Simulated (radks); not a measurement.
The numbers below are computed, except where a source is named.
All-electron atom: Co18+ in [He] 2s2 2p5. Code: a radial shooting solver on a logarithmic mesh with Libxc functionals. Model: scalar-relativistic Kohn-Sham, PBEsol, spin-polarised, spherical densities, point nucleus; open shells are filled with parallel spins first.

Radial electron density D(r) = 4 pi r^2 rho(r):

r (bohr),D(r) (e/bohr),spin D(r)
0.002481,1.009,-0.0000952
0.00303,1.450,-0.000124
0.003672,2.040,-0.000150
0.004449,2.851,-0.000157
0.005434,4.001,-0.000104
0.006584,5.479,0.0000907
0.007978,7.405,0.000606
0.009666,9.851,0.00180
0.01181,12.99,0.00456
0.01431,16.55,0.0101
0.01733,20.50,0.0212
0.02117,24.71,0.0438
0.02565,28.37,0.0852
0.03108,31.05,0.160
0.03766,32.16,0.291
0.046,31.30,0.520
0.05574,28.76,0.870
0.06753,25.50,1.38
0.08249,22.97,2.10
0.09995,22.80,2.93
0.1211,25.15,3.74
0.1467,28.63,4.33
0.1792,30.57,4.42
0.2172,28.41,3.89
0.2631,22.06,2.88
0.3214,13.45,1.68
0.3894,6.407,0.777
0.4718,2.239,0.265
0.5717,0.5404,0.0628
0.6983,0.07629,0.00877
0.8461,0.006688,0.000764

D(r) has 2 maxima, at r = 0.0383, 0.179 bohr, and minima at 0.0923 bohr, inside which lie 2.19 electrons.
